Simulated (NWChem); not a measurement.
System: CH₇BO₂Si; SMILES COB(O)[SiH3]

Output (shortened):

```
             Northwest Computational Chemistry Package (NWChem) 7.3.0
             --------------------------------------------------------

 C1  symmetry detected

                             Geometry "geometry" -> ""
                             -------------------------

 Output coordinates in angstroms (scale by  1.889725989 to convert to a.u.)

  No.       Tag          Charge          X              Y              Z
 ---- ---------------- ---------- -------------- -------------- --------------
    1 B                    5.0000     0.63627530     0.10715720    -0.00017145
    2 O                    8.0000     1.98503641    -0.06441458     0.00026348
    3 H                    1.0000     2.24848090    -0.98802777     0.00008786
    4 O                    8.0000     0.21675876     1.39266751    -0.00059471
    5 C                    6.0000    -1.11627073     1.81058974     0.00036662
    6 H                    1.0000    -1.31372108     2.42293193     0.89444449
    7 H                    1.0000    -1.31253374     2.42971639    -0.88925563
    8 H                    1.0000    -1.83011205     0.96729505    -0.00335215
    9 Si                  14.0000    -0.64116614    -1.50171267    -0.00005970
   10 H                    1.0000    -1.53393712    -1.52780726    -1.20358517
   11 H                    1.0000    -1.53114660    -1.52931748     1.20551661
   12 H                    1.0000     0.15118221    -2.77616133    -0.00171295

 Effective nuclear repulsion energy (a.u.)     215.9443962098

                                 NWChem DFT Module
                                 -----------------

 Summary of "ao basis" -> "ao basis" (spherical)
 ------------------------------------------------------------------------------
       Tag                 Description            Shells   Functions and Types
 ---------------- ------------------------------  ------  ---------------------
 B                          def2-svp                 6       14   3s2p1d
 O                          def2-svp                 6       14   3s2p1d
 H                          def2-svp                 3        5   2s1p
 C                          def2-svp                 6       14   3s2p1d
 Si                         def2-svp                 8       18   4s3p1d

            General Information
            -------------------
          SCF calculation type: DFT
          Wavefunction type:  closed shell.
          No. of atoms     :    12
          No. of electrons :    48
           Alpha electrons :    24
            Beta electrons :    24
          Charge           :     0
          Spin multiplicity:     1
          Use of symmetry is: off; symmetry adaption is: off
          Maximum number of iterations: 150
          AO basis - number of functions:   109
                     number of shells:    53
          Convergence on energy requested:  1.00D-06
          Convergence on density requested:  1.00D-05
          Convergence on gradient requested:  5.00D-04

              XC Information
              --------------
                   Becke 97-D Method XC Functional
                  Becke 1997-D Exchange Functional  1.000
                Becke 1997-D Correlation Potential  1.000

             Grid Information
             ----------------
          Grid used for XC integration:  medium
          Radial quadrature: Mura-Knowles
          Angular quadrature: Lebedev.
          Tag              B.-S. Rad. Rad. Pts. Rad. Cut. Ang. Pts.
          ---              ---------- --------- --------- ---------
          B                   0.85       49          10.0       434
          O                   0.60       49          11.0       434
          H                   0.35       45          13.0       434
          C                   0.70       49          12.0       434
          Si                  1.10       88          11.0       590
          Grid pruning is: on
          Number of quadrature shells:   599
          Spatial weights used:  Erf1

      Superposition of Atomic Density Guess
      -------------------------------------

 Sum of atomic energies:        -503.74461033

      Non-variational initial energy
      ------------------------------

 Total energy =    -506.006982
 1-e energy   =   -1121.624083
 2-e energy   =     399.672705
 HOMO         =      -0.333700
 LUMO         =       0.029719

     ---------------------------------------------
      Total Density - Mulliken Population Analysis
     ---------------------------------------------

    Atom       Charge   Shell Charges
 -----------   ------   -------------------------------------------------------
    1 B    5     4.55   1.99  0.87  0.15  1.17  0.20  0.16
    2 O    8     8.51   1.99  1.11  0.56  3.09  1.76  0.01
    3 H    1     0.66   0.53  0.07  0.06
    4 O    8     8.54   1.99  1.10  0.60  3.05  1.79  0.01
    5 C    6     5.86   1.99  0.92  0.20  1.84  0.87  0.05
    6 H    1     0.93   0.69  0.21  0.02
    7 H    1     0.93   0.69  0.21  0.02
    8 H    1     0.92   0.69  0.21  0.02
    9 Si  14    13.94   2.00  1.99  1.02  0.34  5.94  1.17  1.38  0.09
   10 H    1     1.05   0.69  0.36  0.01
   11 H    1     1.05   0.69  0.36  0.01
   12 H    1     1.07   0.69  0.36  0.01

[...]
```

Level: B97-D/def2-SVP. Structure relaxed at the PBE0/def2-SVP level. No frequency run checked for a minimum.

Q: Which NWChem input produces such a log?

A: One answer among several that fit: the input that was run:
```
start job
memory heap 200 mb stack 900 mb global 1100 mb
geometry units angstroms noautoz
  B      0.645867     0.098465    -0.001006
  O      1.992161    -0.091495     0.000107
  H      2.242978    -1.018617     0.000154
  O      0.243931     1.389580    -0.001765
  C     -1.083272     1.825653    -0.001499
  H     -1.272785     2.440729     0.892420
  H     -1.270634     2.447304    -0.891280
  H     -1.808552     0.992177    -0.005482
  Si    -0.653409    -1.492824    -0.001357
  H     -1.545865    -1.506864    -1.205317
  H     -1.544272    -1.508152     1.203786
  H      0.121476    -2.777966    -0.002493
end
basis spherical
  * library def2-svp
end
dft
  xc becke97-d
  disp vdw 2
  iterations 150
  mulliken
end
task dft energy
```
